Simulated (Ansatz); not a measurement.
Diatomic AlW, multiplicity 8 (an upper state: multiplicity 6 came lower at CCSD(T)/def2-TZVPP on PBE0 minima). No spin–orbit coupling.

The constants come from a fifth-degree fit in 1/R (seven points, main isotopes). In def2 and cc sets the state is the lowest found near the PBE0 minimum, followed along R.

Run with Ansatz (a program for electronic structure). Each number belongs to the level named beside it. In def2 rows elements past Kr take small-core potentials, without spin–orbit coupling.

Energies at PBE/def2-TZVPP:

| R (Å) | E (hartree) |
|---|---|
| 2.449921 | -309.23603026 |
| 2.515779 | -309.23885239 |
| 2.576368 | -309.24020371 |
| 2.644861 | -309.24061354 |
| 2.713353 | -309.24012105 |
| 2.792383 | -309.23874152 |
| 2.884584 | -309.23639763 |

**Question.** With a reduced mass of 23.5302 u, find the minimum, the force constant and the constants.

**Answer.** A fifth-degree polynomial in 1/R puts the minimum at r_e = 2.6384 Å with force constant 85.8 N/m. Then ω_e = (1/2πc)√(k/μ) = 249 cm⁻¹ and B_e = h/(8π²cμr_e²) = 0.1029 cm⁻¹; the cubic and quartic terms give α_e = 0.00071 and ω_e x_e = 1.6 cm⁻¹.
